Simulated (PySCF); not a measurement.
Compound: 1,2-dihydronaphthalene, C10H10.
Bonds: C1–C2 (double), C2–C3, C3–C4 (aromatic), C4–C5 (aromatic), C5–C6 (aromatic), C6–C7 (aromatic), C7–C8 (aromatic), C8–C9, C9–C10, C1–C10, C3–C8 (aromatic). Hydrogens: H11 on C1; H12 on C2; H13 on C4; H14 on C5; H15 on C6; H16 on C7; H17, H18 on C9; H19, H20 on C10.

The same species was optimised twice, with GFN2-xTB and with PBE0-D3(BJ)/def2-SVP (PySCF), and the same property calculations (PySCF, gas phase) were run on both structures.

```tsv
coordinate	GFN2-xTB	PBE0-D3(BJ)/def2-SVP	change
C1=C2 (Å)	1.330	1.343	+0.013
C3–C8 (Å)	1.401	1.412	+0.011
C4–C5 (Å)	1.383	1.393	+0.010
C6–C7 (Å)	1.386	1.396	+0.010
C7–C8 (Å)	1.383	1.393	+0.010
C5–C6 (Å)	1.384	1.393	+0.009
C2–C3 (Å)	1.455	1.463	+0.008
C3–C4 (Å)	1.391	1.400	+0.009
C9–C10 (Å)	1.527	1.524	-0.003
C8–C9 (Å)	1.503	1.506	+0.003
C1–C10 (Å)	1.499	1.501	+0.002
C8–C9–C10 (°)	111.3	112.5	+1.2
C1–C10–C9 (°)	110.5	111.2	+0.7
C7–C8–C9 (°)	122.0	122.5	+0.5
C1–C2–C3 (°)	121.2	121.5	+0.3
C6–C7–C8 (°)	120.7	121.0	+0.3
C3–C8–C9 (°)	118.5	118.2	-0.3
C3–C4–C5 (°)	120.6	120.8	+0.2
C3–C8–C7 (°)	119.5	119.2	-0.3
```

Rotational constants: A = 2951, B = 1196, C = 875.8 MHz (GFN2-xTB) against A = 2928, B = 1177, C = 862.1 MHz (PBE0-D3(BJ)/def2-SVP). Point groups within 0.08 Å: C1 and C1.

On the GFN2-xTB structure: HOMO (eV) -6.27 [PBE0/pcSseg-1]; LUMO (eV) -0.82 [PBE0/pcSseg-1]; dipole (D) 0.63 [PBE0/pcSseg-1]; GIAO shielding of C1 (ppm) 50.5 [PBE0/pcSseg-1]; GIAO shielding of C2 (ppm) 50.9 [PBE0/pcSseg-1]; GIAO shielding of C3 (ppm) 48.2 [PBE0/pcSseg-1]; GIAO shielding of C4 (ppm) 55.3 [PBE0/pcSseg-1]; GIAO shielding of C5 (ppm) 54.7 [PBE0/pcSseg-1]; GIAO shielding of C6 (ppm) 54.1 [PBE0/pcSseg-1]; GIAO shielding of C7 (ppm) 53.8 [PBE0/pcSseg-1]; GIAO shielding of C8 (ppm) 46.3 [PBE0/pcSseg-1].

What do these properties become on the PBE0-D3(BJ)/def2-SVP structure?

```csv
property,level,on GFN2-xTB,on PBE0-D3(BJ)/def2-SVP,change
HOMO (eV),PBE0/pcSseg-1,-6.27,-6.24,+0.03
LUMO (eV),PBE0/pcSseg-1,-0.82,-0.89,-0.07
dipole (D),PBE0/pcSseg-1,0.63,0.66,+0.03
"energy, GFN2-xTB geometry as zero (kcal/mol)",PBE0/pcSseg-1,0.0,-0.4,-0.4
GIAO shielding of C1 (ppm),PBE0/pcSseg-1,50.5,47.9,-2.6
GIAO shielding of C2 (ppm),PBE0/pcSseg-1,50.9,47.8,-3.1
GIAO shielding of C3 (ppm),PBE0/pcSseg-1,48.2,45.8,-2.4
GIAO shielding of C4 (ppm),PBE0/pcSseg-1,55.3,53.1,-2.2
GIAO shielding of C5 (ppm),PBE0/pcSseg-1,54.7,52.3,-2.4
GIAO shielding of C6 (ppm),PBE0/pcSseg-1,54.1,51.7,-2.4
GIAO shielding of C7 (ppm),PBE0/pcSseg-1,53.8,51.7,-2.1
GIAO shielding of C8 (ppm),PBE0/pcSseg-1,46.3,44.3,-2.0
```

The heavy atoms differ by 0.019 Å rms after alignment. Among bonds between heavy atoms C1=C2 changes most (+0.013 Å). Changes are differences of the printed values. Neither structure is proved a minimum here.
